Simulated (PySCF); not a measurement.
Ga(H)(Cl)(NH2) (ClGaH3N), SMILES [NH2][GaH][Cl].

The structure is a stationary point at PBE0-D3(BJ)/def2-TZVP. One conformer was computed; it need not be the lowest.

Method: PBE0-D3(BJ)/def2-TZVP (PySCF).

Frequencies are harmonic and unscaled.

| mode | ν (cm⁻¹) | IR (km/mol) | moving atoms (share of kinetic energy) |
|---|---|---|---|
| 1 | 157 | 4.4 | N 39 %, Cl 22 %, Ga 20 %, H 20 % |
| 2 | 214 | 203.9 | H 77 %, N 22 % |
| 3 | 381 | 3.4 | H 93 % |
| 4 | 413 | 59.4 | Cl 67 %, Ga 31 % |
| 5 | 519 | 6.9 | H 97 % |
| 6 | 576 | 57.2 | H 95 % |
| 7 | 727 | 77.4 | N 63 %, H 20 %, Ga 16 % |
| 8 | 760 | 78.5 | H 74 %, N 23 % |
| 9 | 1555 | 35.5 | H 90 %, N 10 % |
| 10 | 2057 | 102.0 | H 99 % |
| 11 | 3621 | 28.8 | H 96 % |
| 12 | 3731 | 37.8 | H 91 %, N 9 % |
